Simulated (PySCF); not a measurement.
H$_{2}$MgSe (SMILES [MgH][SeH]), singlet, geometry from GFN2-xTB (such geometries of metal compounds can be far from the true shape).

Here is a job for PySCF.
```python
from pyscf import gto, scf, mcscf, mrpt
import numpy

mol = gto.Mole()
mol.atom = '''
    Mg   -0.909949   -0.842144   -1.176647
    H    -1.793675   -1.292687   -2.414727
    Se    0.352053    0.356001    0.447402
    H     0.743278   -0.705629    1.322824
'''
mol.basis = 'sto-3g'
mol.charge = 0
mol.spin = 0
mol.verbose = 4
mol.build()

mf = scf.RHF(mol)
mf.kernel()
mc = mcscf.CASCI(mf, 3, 4)
mc.fix_spin_(ss=0.0)
mc.kernel()
occ = numpy.linalg.eigvalsh(mc.fcisolver.make_rdm1(mc.ci, mc.ncas, mc.nelecas))[::-1]
ss = mc.fcisolver.spin_square(mc.ci, mc.ncas, mc.nelecas)[0]
print('natural occupations', occ.round(4), ' <S^2>', round(ss, 4))
e2 = mrpt.NEVPT(mc).kernel()
print('E(NEVPT2) = %.10f' % (mc.e_tot + e2))
```

### Question
What NEVPT2 correction does CASCI(4,3)+NEVPT2/STO-3G (PySCF) give?

### Answer
-0.0491 Eh

### Question
Predict the SCF-reference Mulliken (on the basis functions themselves) charges in atom order from CASCI(4,3)+NEVPT2/STO-3G.

### Answer
Mg1 0.88, H2 -0.37, Se3 -0.46, H4 -0.06

### Question
Predict the SCF-reference HOMO energy from CASCI(4,3)+NEVPT2/STO-3G.

### Answer
-5.67 eV

### Question
Give the number of basis functions at the level CASCI(4,3)+NEVPT2/STO-3G.

### Answer
29

### Question
Give the natural occupations of the active orbitals at the level CASCI(4,3)+NEVPT2/STO-3G.

### Answer
2.00, 2.00, 0.00

### Question
Predict the SCF-reference dipole moment from CASCI(4,3)+NEVPT2/STO-3G.

### Answer
3.53 D
